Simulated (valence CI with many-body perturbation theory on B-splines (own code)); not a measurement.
Forbidden lines of Eu XXX

Method: relativistic CI+MBPT: six valence electrons over a frozen Dirac-Fock core [Ar] 3d10, radial functions for each j: 9 s, 9 p, 8 d, 6 f, 3 g, 1 h, with the one-electron correlation potential Σ1, the two-electron term Σ2, the three-electron term Σ3, Breit, model QED; selected CI, second order for the rest, scaled by the run's own slope (own B-spline code, finite nucleus).

The last digits are not significant, and no measured levels were compared; by estimate large intervals hold to a few tenths of a per cent, small ones and those within an open d or f shell to about a per cent. Among the levels kept, up to 630 cm⁻¹ of a level comes from second order outside the variational space, and about a tenth of that is noise between levels of different J, which matters for small intervals.

Lines 1 to 27 of 27 in falling wavelength, among levels below 1470100 cm⁻¹, chosen from the decays that carry over 1 % of a level's rate. Wavelengths and rates use the calculated energies. Electric multipoles are in the length gauge, E1 and E2 with the static RPA response of the core. S is in atomic units (e²a₀⁴ for E2 and M2, e²a₀⁶ for E3), for M1 in squared Bohr magnetons. Weak lines are less certain than strong ones. Lines between different terms over intervals too small for the method are left out, as are lines whose strength nearly cancels.

Levels are named by their leading jj configuration (3d3/2^4 stands for four electrons in 3d with j = 3/2), which in mixed levels can hold well under half, so a name can repeat and another be missing. Letters in brackets count levels of one name in rising energy.

```
λ vac (Å)                               Upper                               Lower  Type   A (s⁻¹)  S (a.u.)
     1855          (4s^2 4p1/2^2 4p3/2^2) J=0          (4s^2 4p1/2^2 4p3/2^2) J=2    E2  3.43e+00  6.73e-02
     1808      (4s^2 4p1/2^2 4p3/2 4d5/2) J=4      (4s^2 4p1/2^2 4p3/2 4d3/2) J=3    M1  2.27e+03  4.48e+00
     1553      (4s^2 4p1/2 4p3/2^2 4d5/2) J=5      (4s^2 4p1/2 4p3/2^2 4d3/2) J=4    M1  3.30e+03  5.03e+00
     1204  (4s^2 4p1/2 4p3/2^2 4d5/2) J=4 [b]  (4s^2 4p1/2 4p3/2^2 4d3/2) J=3 [a]    M1  3.16e+03  1.84e+00
    566.0      (4s^2 4p1/2 4p3/2^2 4d3/2) J=4      (4s^2 4p1/2^2 4p3/2 4d5/2) J=3    M1  8.59e+03  5.20e-01
    505.9  (4s^2 4p1/2 4p3/2^2 4d5/2) J=4 [a]      (4s^2 4p1/2^2 4p3/2 4d5/2) J=3    M1  7.53e+04  3.26e+00
    434.4  (4s^2 4p1/2 4p3/2^2 4d5/2) J=4 [b]      (4s^2 4p1/2^2 4p3/2 4d5/2) J=3    M1  3.03e+04  8.30e-01
    404.6            (4s^2 4p1/2 4p3/2^3) J=1          (4s^2 4p1/2^2 4p3/2^2) J=0    M1  1.12e+05  8.24e-01
    395.6      (4s^2 4p1/2 4p3/2^2 4d3/2) J=4      (4s^2 4p1/2^2 4p3/2 4d5/2) J=4    M1  1.66e+04  3.42e-01
    379.3  (4s^2 4p1/2 4p3/2^2 4d5/2) J=4 [b]      (4s^2 4p1/2^2 4p3/2 4d5/2) J=2    E2  1.05e+03  6.60e-02
    365.3  (4s^2 4p1/2 4p3/2^2 4d5/2) J=4 [a]      (4s^2 4p1/2^2 4p3/2 4d5/2) J=4    M1  2.85e+05  4.63e+00
    332.2            (4s^2 4p1/2 4p3/2^3) J=1          (4s^2 4p1/2^2 4p3/2^2) J=2    M1  4.40e+05  1.79e+00
    326.5  (4s^2 4p1/2 4p3/2^2 4d5/2) J=4 [b]      (4s^2 4p1/2^2 4p3/2 4d5/2) J=4    M1  4.02e+04  4.67e-01
    326.5  (4s^2 4p1/2 4p3/2^2 4d5/2) J=4 [b]      (4s^2 4p1/2^2 4p3/2 4d5/2) J=4    E2  3.05e+03  9.09e-02
    324.6      (4s^2 4p1/2 4p3/2^2 4d3/2) J=4      (4s^2 4p1/2^2 4p3/2 4d3/2) J=3    M1  5.84e+04  6.66e-01
    324.6      (4s^2 4p1/2 4p3/2^2 4d3/2) J=4      (4s^2 4p1/2^2 4p3/2 4d3/2) J=3    E2  4.08e+03  1.18e-01
    315.3      (4s^2 4p1/2 4p3/2^2 4d5/2) J=5      (4s^2 4p1/2^2 4p3/2 4d5/2) J=4    M1  8.18e+04  1.04e+00
    315.3      (4s^2 4p1/2 4p3/2^2 4d5/2) J=5      (4s^2 4p1/2^2 4p3/2 4d5/2) J=4    E2  4.28e+03  1.31e-01
    310.1      (4s^2 4p1/2 4p3/2^2 4d3/2) J=4      (4s^2 4p1/2^2 4p3/2 4d3/2) J=2    E2  1.40e+03  3.23e-02
    308.3                  (4s^2 4p3/2^4) J=0            (4s^2 4p1/2 4p3/2^3) J=2    E2  3.02e+04  7.52e-02
    303.9  (4s^2 4p1/2 4p3/2^2 4d5/2) J=4 [a]      (4s^2 4p1/2^2 4p3/2 4d3/2) J=3    M1  2.77e+04  2.59e-01
    302.9            (4s^2 4p1/2 4p3/2^3) J=2          (4s^2 4p1/2^2 4p3/2^2) J=2    M1  2.90e+05  1.49e+00
    302.9            (4s^2 4p1/2 4p3/2^3) J=2          (4s^2 4p1/2^2 4p3/2^2) J=2    E2  9.22e+03  1.05e-01
    282.9                  (4s^2 4p3/2^4) J=0            (4s^2 4p1/2 4p3/2^3) J=1    M1  1.38e+06  1.16e+00
    266.0  (4s^2 4p1/2 4p3/2^2 4d5/2) J=4 [b]      (4s^2 4p1/2^2 4p3/2 4d3/2) J=2    E2  1.55e+03  1.66e-02
    102.7  (4s^2 4p1/2 4p3/2^2 4d5/2) J=4 [b]            (4s^2 4p1/2 4p3/2^3) J=2    M2  3.05e+03  2.79e-04
    100.2      (4s^2 4p1/2^2 4p3/2 4d5/2) J=4          (4s^2 4p1/2^2 4p3/2^2) J=2    M2  2.17e+03  1.77e-04
```
